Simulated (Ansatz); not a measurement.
CH4ClFOSeTi (`C[Se][Ti]([OH])([F])[Cl]`), relaxed with RKS PBE0-D4/def2-TZVP in the Gaussian-basis code of Ansatz from a GFN2-xTB geometry. The force threshold is 0.005 eV/Å; the program also tests the step.

Charge 0, multiplicity 1.

Start:

```xyz
10

C     0.721    1.334    1.121
Se   -0.789    1.288   -0.174
Ti   -0.254   -0.964   -0.741
O    -1.508   -1.326   -1.780
F     1.408   -0.878   -1.157
Cl   -0.323   -2.011    1.121
H     0.491    0.655    1.944
H     0.822    2.352    1.490
H     1.632    1.027    0.604
H    -2.198   -1.476   -2.427
```

```tsv
step	energy (eV)	largest force (eV/Å)	largest move (Å)
1	-106839.7162	2.415	0.000
2	-106839.9733	0.766	0.194
3	-106839.9743	0.627	0.195
4	-106839.9873	0.995	0.135
5	-106840.0227	0.214	0.110
6	-106840.0319	0.117	0.106
7	-106840.0326	0.415	0.077
8	-106840.0349	0.118	0.021
9	-106840.0354	0.058	0.024
10	-106840.0357	0.037	0.040
11	-106840.0361	0.015	0.013
12	-106840.0361	0.051	0.009
13	-106840.0362	0.028	0.012
14	-106840.0363	0.017	0.008
15	-106840.0364	0.021	0.008
16	-106840.0366	0.064	0.023
17	-106840.0368	0.087	0.014
18	-106840.0372	0.163	0.034
19 (rejected)	-106840.0364	0.194	0.200
20	-106840.0397	0.050	0.100
21 (rejected)	-106840.0380	0.313	0.062
22	-106840.0402	0.007	0.031
23 (rejected)	-106840.0401	0.160	0.049
24	-106840.0403	0.023	0.020
25	-106840.0405	0.042	0.025
26	-106840.0406	0.024	0.014
27	-106840.0406	0.008	0.004
28	-106840.0406	0.008	0.004
29	-106840.0406	0.004	0.002
```

End:

```xyz
10

C     0.773    1.419    1.159
Se   -0.842    1.278    0.050
Ti   -0.385   -0.965   -0.636
O    -1.654   -1.350   -1.784
F     1.232   -0.980   -1.318
Cl   -0.418   -2.259    1.148
H     0.639    0.841    2.071
H     0.895    2.474    1.399
H     1.645    1.070    0.608
H    -1.885   -1.528   -2.697
```

Run time 63 s (2 threads of an AMD EPYC 7R13 on a shared host and a share of an NVIDIA H100 80 GB); peak host memory 0.98 GiB.
